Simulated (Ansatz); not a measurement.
C7H14 can be A, `CC/C=C(\C)CC`, or B, `C[C@@H]1CC[C@@H](C)C1`.

Isolated molecules relaxed with PBE0-D4/def2-TZVP in Ansatz; ΔE leaves out vibrations. CCSD(T)/CBS is the MP2 limit (def2-TZVPP, def2-QZVPP) plus CCSD(T) − MP2 in def2-TZVPP, frozen cores. Functionals use def2-TZVPP. B3LYP here is the variant with VWN-RPA as its local correlation; programs differ in this. One conformer a species, not always the lowest.

**Question.** Which is lower in electronic energy at CCSD(T)/CBS, and by how much? (An estimate is asked.)

**Answer.** Ansatz gave: B, by 14.4 kcal/mol.

**Question.** Give E(B) − E(A) in kcal/mol with PBE0-D4, LDA (SPW92), CCSD(T)/def2-TZVPP, CCSD/def2-TZVPP, B3LYP-D4, MP2/def2-TZVPP, PBE-D4. (An estimate is asked.)

**Answer.** The calculation gave: PBE0-D4 -16.2, LDA (SPW92) -18.4, CCSD(T)/def2-TZVPP -14.7, CCSD/def2-TZVPP -15.0, B3LYP-D4 -10.4, MP2/def2-TZVPP -16.4, PBE-D4 -13.1. None reverses the order clearly.

Largest T1 diagnostic: 0.009.

At CCSD(T), def2-SVP lies −1.2 kcal/mol from the extrapolated value and def2-TZVPP −0.3 kcal/mol. From PBE to PBE0 (25 % exact exchange), in def2-TZVPP and without D4, E(B) − E(A) moves by −3.2 kcal/mol.
